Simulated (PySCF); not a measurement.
All values below come from PBE0-D3(BJ)/def2-TZVP in PySCF 2.14.0. Isolated molecules, 0 K electronic values unless said otherwise. One relaxed conformer stands for a flexible species; it need not be the lowest. Excitations are Tamm–Dancoff values on a coarser integration grid. The basis has no diffuse functions, so Rydberg states are missing or too high.

Reference species (SMILES): `[NH2][Ga]([NH2])[NH2]` (neutral, multiplicity 1).

```json
{
 "S1–T1 gap (TDA)": "0.44 eV",
 "HOMO–LUMO gap": "6.94 eV"
}
```

Changed species: `[NH2][GaH][NH2]` (1 of 3 NH2 replaced by H; the reference has 0 of 3 NH2 replaced by H).

### Question
Give the shifts of the S1–T1 gap (TDA) and HOMO–LUMO gap.

### Answer
the S1–T1 gap (TDA) rises by 0.31 eV, to 0.75 eV; the HOMO–LUMO gap rises by 0.08 eV, to 7.02 eV.
